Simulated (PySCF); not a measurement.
# Ge²⁺: excitation energy

Ge²⁺ [Ar] 3d10 4s2 (1S) → Ge²⁺ [Ar] 3d10 4s1 4p1 (3P), as a difference of total energies. Calculation: PySCF 2.14, in aug-cc-pVQZ-PP with ECP10MDF (7s6p5d3f2g, 89 functions); scalar relativity through the core potential. Correlated levels: valence: 3s2 3p6 3d10 frozen. The calculations carry no spin-orbit coupling.

```csv
method,excitation energy (eV)
UHF,6.409
MP2 (valence),7.157
SCS-MP2 (valence),7.369
CCSD (valence),7.398
```

Task: How much does correlation contribute at MP2 (valence)?

Result: 7.157 − (6.409) = 0.748 eV, measured against UHF.

With two correlated electrons CCSD is exact in that space.
